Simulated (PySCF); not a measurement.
Mo(O)(Cl)(OH)3 (ClH3MoO4), SMILES [O]=[Mo]([OH])([OH])([OH])[Cl], multiplicity 1. Geometry optimised at B3LYP-D3(BJ)/def2-SVP. The multiplicity is an assumed one; no other spin state was optimised. The structure was generated by enumeration; whether it is a known compound was not checked. The def2 effective core potentials stand for the cores of Mo; spin–orbit coupling is left out. Other conformers were not sampled.

Task: Give the equilibrium geometry at B3LYP-D3(BJ)/def2-SVP (PySCF confirms it by a frequency run) as a Z-matrix. (An estimate is asked for; the answer gives what the named calculation found.)

Result: This is not unique; one that fits is 
```
Mo
O 1 1.6651
O 1 1.8663 2 101.40
H 3 0.9697 1 123.96 2 -129.47
O 1 1.8707 2 109.48 3 98.43
H 5 0.9695 1 122.30 2 46.83
O 1 1.8795 2 98.38 3 -164.13
H 7 0.9694 1 122.45 2 132.81
Cl 1 2.4490 2 117.44 7 81.23
```
